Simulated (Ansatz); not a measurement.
Geometry optimisation, Ansatz, UKS B3LYP/6-31G.

The input (input.yaml):

```yaml
crystal:
  periodic: [false, false, false]
  atoms:
    - { symbol: C, position_ang: [-1.1091, 1.2033, -0.5837] }
    - { symbol: Al, position_ang: [0.1499, -0.2406, -0.4128] }
    - { symbol: O, position_ang: [1.0391, -0.8372, -1.8953] }
    - { symbol: C, position_ang: [0.5473, -1.0541, 1.3662] }
    - { symbol: F, position_ang: [0.9301, -0.1082, 2.2311] }
    - { symbol: H, position_ang: [-1.605, 1.4854, 0.394] }
    - { symbol: H, position_ang: [-0.6134, 2.1537, -0.9748] }
    - { symbol: H, position_ang: [-1.9182, 0.967, -1.3113] }
    - { symbol: H, position_ang: [1.8944, -0.265, -1.863] }
    - { symbol: H, position_ang: [1.2355, -1.8658, 1.2975] }
    - { symbol: H, position_ang: [-0.4851, -1.4955, 1.7727] }
magnetization:
  spin_polarized: true
basis:
  gaussian: { orbitals: "6-31G" }
hamiltonian:
  xc: b3lyp
relax:
  f_tol: 0.02
  max_steps: 40
output:
  orbitals: {}
```

Launched with:

```bash
$ ansatz run input.yaml --threads 1 --pin off --max-ram 2048MiB --backend cpu --events-out ev --progress --plain --runs-dir out
```

Problem. Where does it end, and by what steps?

Solution. The run converged. Limits of this set-up: no polarisation functions. After 37 steps the energy has fallen by 1.031 eV; H9 moved furthest, 1.17 Å.

```json
{"step": "0", "energy less start (eV)": "0.0000", "largest force component (eV/Å)": "4.117", "accepted": "yes"}
{"step": "2", "energy less start (eV)": "-0.7828", "largest force component (eV/Å)": "1.435", "accepted": "yes"}
{"step": "4", "energy less start (eV)": "-0.9483", "largest force component (eV/Å)": "1.154", "accepted": "yes"}
{"step": "6", "energy less start (eV)": "-1.0002", "largest force component (eV/Å)": "0.081", "accepted": "yes"}
{"step": "8", "energy less start (eV)": "-1.0033", "largest force component (eV/Å)": "0.070", "accepted": "yes"}
{"step": "10", "energy less start (eV)": "-1.0043", "largest force component (eV/Å)": "0.065", "accepted": "yes"}
{"step": "12", "energy less start (eV)": "-1.0014", "largest force component (eV/Å)": "0.395", "accepted": "no"}
{"step": "14", "energy less start (eV)": "-1.0087", "largest force component (eV/Å)": "0.057", "accepted": "yes"}
{"step": "16", "energy less start (eV)": "-1.0045", "largest force component (eV/Å)": "0.228", "accepted": "no"}
{"step": "18", "energy less start (eV)": "-1.0122", "largest force component (eV/Å)": "0.069", "accepted": "yes"}
{"step": "20", "energy less start (eV)": "-1.0157", "largest force component (eV/Å)": "0.164", "accepted": "yes"}
{"step": "22", "energy less start (eV)": "-1.0155", "largest force component (eV/Å)": "0.367", "accepted": "no"}
{"step": "24", "energy less start (eV)": "-1.0206", "largest force component (eV/Å)": "0.027", "accepted": "yes"}
{"step": "26", "energy less start (eV)": "-1.0221", "largest force component (eV/Å)": "0.333", "accepted": "no"}
{"step": "28", "energy less start (eV)": "-1.0273", "largest force component (eV/Å)": "0.022", "accepted": "yes"}
{"step": "30", "energy less start (eV)": "-1.0283", "largest force component (eV/Å)": "0.036", "accepted": "yes"}
{"step": "32", "energy less start (eV)": "-1.0296", "largest force component (eV/Å)": "0.091", "accepted": "yes"}
{"step": "34", "energy less start (eV)": "-1.0306", "largest force component (eV/Å)": "0.083", "accepted": "yes"}
{"step": "36", "energy less start (eV)": "-1.0310", "largest force component (eV/Å)": "0.031", "accepted": "yes"}
{"step": "37", "energy less start (eV)": "-1.0310", "largest force component (eV/Å)": "0.007", "accepted": "yes"}
```

```xyz
11
Properties=species:S:1:pos:R:3
C -1.068 1.394 -0.547
Al 0.167 -0.122 -0.385
O 0.938 -0.722 -1.788
C 0.600 -1.028 1.352
F -0.110 -0.304 2.411
H -1.699 1.484 0.343
H -0.514 2.335 -0.664
H -1.711 1.282 -1.428
H 1.522 -1.296 -2.280
H 1.668 -1.007 1.607
H 0.273 -2.075 1.401
```

Whether the end is a true minimum wasn't checked by a vibrational analysis.

Run time: 2.8 min on 1 thread of AMD EPYC 7B13 (Zen 3), on a shared host, peak memory 0.21 GiB.
